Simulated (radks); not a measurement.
Values are calculated unless marked as measured or tabulated.
Pb, configuration [Xe] 4f14 5d10 6s1.75 6p2 7p0.25 (fractional occupations, a model configuration). Level of theory: scalar-relativistic Kohn-Sham, B86b exchange with PBE correlation, spin-unpolarised, spherical densities, finite nucleus; Fermi nuclear charge, rms radius 5.5012 fm (a radial shooting solver on a logarithmic mesh with Libxc functionals).

Unscreened Slater integrals over Kohn-Sham orbitals (cm^-1).

| integral | value |
|---|---|
| F0(7p,7p) | 13963 |
| F2(7p,7p) | 7719.0 |
| F0(7p,6p) | 17772 |
| F2(7p,6p) | 2209.9 |
| G0(7p,6p) | 403.26 |
| G2(7p,6p) | 493.27 |
| F0(7p,6s) | 17976 |
| G1(7p,6s) | 710.95 |
| F0(7p,5d) | 18161 |
| F2(7p,5d) | 761.97 |
| G1(7p,5d) | 205.50 |
| G3(7p,5d) | 176.20 |
| F0(6p,6p) | 61477 |
| F2(6p,6p) | 32430 |
| F0(6p,6s) | 70515 |
| G1(6p,6s) | 40797 |
| F0(6p,5d) | 77678 |
| F2(6p,5d) | 22017 |
| G1(6p,5d) | 8667.1 |
| G3(6p,5d) | 7069.3 |
| F0(6s,6s) | 86514 |
| F0(6s,5d) | 103320 |
| G2(6s,5d) | 21719 |
| F0(5d,5d) | 152480 |
| F2(5d,5d) | 79290 |
| F4(5d,5d) | 52775 |

Derived for the open shells (J is the average intra-shell exchange parameter used in DFT+U). 6p: J = F2/5 = 6486 cm^-1. 7p: J = F2/5 = 1544 cm^-1.
